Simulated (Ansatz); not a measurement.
Geometry optimisation, RHF/def2-SVP (Ansatz).

Input:

```yaml
crystal:
  periodic: [false, false, false]
  atoms:
    - { symbol: Ta, position_ang: [0.0, 0.0, 0.0] }
    - { symbol: Cl, position_ang: [2.82, 0.0, 0.0] }
    - { symbol: Cl, position_ang: [0.0, 0.0, 2.47] }
    - { symbol: O, position_ang: [0.0, 0.0, -2.02] }
    - { symbol: H, position_ang: [-0.6343, -0.71, -2.3571] }
    - { symbol: Cl, position_ang: [-1.235, 2.139, 0.0] }
    - { symbol: Cl, position_ang: [-1.235, -2.139, 0.0] }
    - { symbol: Br, position_ang: [0.9302, -2.3695, 1.4909] }
    - { symbol: H, position_ang: [2.3056, -1.3257, 0.8342] }
basis:
  gaussian: { orbitals: def2-SVP }
hamiltonian:
  xc: hf
relax:
  f_tol: 0.15
  max_steps: 25
  restrain:
    - { distance: [0, 7], at: 2.65, k: 30.0 }
    - { distance: [8, 1], at: 1.37, k: 30.0 }
    - { distance: [0, 1], at: 3.67, k: 30.0 }
    - { distance: [8, 7], at: 2.75, k: 30.0 }
output:
  orbitals: {}
```

Run as:

```bash
$ ansatz run input.yaml --threads 4 --pin off --max-ram 5120MiB --backend cpu --events-out ev --progress --plain --runs-dir out
```

Where does it end, and by what steps?

It converged. The restraints hold the end off the free minimum; the threshold counts their pulls, which the force column leaves out. Restrained pairs: Ta1–Br8 (2.95 → 2.63 Å), Cl2–H9 (1.65 → 1.32 Å), Ta1–Cl2 (2.82 → 3.68 Å), Br8–H9 (1.85 → 2.75 Å). After 21 steps the energy has fallen by 5.980 eV (the restraints' own energy left out); Cl7 moved furthest, 1.50 Å.

| step | energy less start (eV) | largest force component (eV/Å) | accepted |
| --- | --- | --- | --- |
| 0 | 0.0000 | 5.427 | yes |
| 1 | -0.1983 | 4.428 | yes |
| 2 | -0.8373 | 4.263 | yes |
| 3 | -2.1957 | 3.704 | yes |
| 4 | -3.3693 | 2.404 | yes |
| 5 | -4.2242 | 1.479 | yes |
| 6 | -4.8279 | 1.206 | yes |
| 7 | -5.2774 | 1.294 | yes |
| 8 | -5.5810 | 1.338 | yes |
| 9 | -5.7348 | 1.368 | yes |
| 10 | -5.8273 | 1.376 | yes |
| 11 | -5.8837 | 1.391 | yes |
| 12 | -5.9133 | 1.377 | yes |
| 13 | -5.9336 | 1.440 | yes |
| 14 | -5.9359 | 1.439 | yes |
| 15 | -5.9520 | 1.375 | yes |
| 16 | -5.9410 | 1.405 | no |
| 17 | -5.9627 | 1.436 | yes |
| 18 | -5.9720 | 1.406 | yes |
| 19 | -5.9635 | 1.411 | no |
| 20 | -5.9743 | 1.400 | yes |
| 21 | -5.9800 | 1.342 | yes |

```xyz
9
Properties=species:S:1:pos:R:3
Ta -0.598 -0.495 0.270
Cl 2.963 0.315 -0.143
Cl 0.092 0.337 2.330
O 0.092 -0.571 -1.423
H 0.804 -0.459 -2.037
Cl -1.535 1.608 -0.172
Cl -2.591 -1.606 0.356
Br 0.821 -2.637 0.849
H 2.904 -0.897 0.388
```

Run time: 55 s on 4 threads of Intel(R) Xeon(R) 6975P-C (Granite Rapids), with other jobs on the host, peak memory 0.62 GiB.
